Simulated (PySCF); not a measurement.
**Correlation energy of Ga (gallium, neutral)**

[Ar] 3d10 4s2 4p1, 2P determinant. All numbers are calculated (PySCF 2.14, scalar relativity through the core potential, in cc-pVDZ-PP with ECP10MDF). Frozen: 3s2 3p6 3d10; 3 electrons correlated.

MP2 pair energies summed by pair of shells (mhartree):

```csv
pair,energy,share (%)
4s-4s,-17.46,61.0
4s-4p,-11.15,39.0
```

Total MP2 correlation energy: -28.61 mhartree.

Same-spin part -2.17 and opposite-spin part -26.44 mhartree; SCS-MP2 scales them by 1/3 and 6/5 to -32.45 mhartree.

```tsv
level	correlation energy (mhartree)
CCSD	-43.04
(T)	-0.47
CCSD(T)	-43.51
```

Diagnostics: T1 = 0.010, D1 = 0.0256, largest double amplitude 0.089.

Q: Is a single reference adequate?

A: Mostly. T1 lies below 0.03, but a double amplitude of this size points to a near-degeneracy that CCSD handles and MP2 describes poorly.
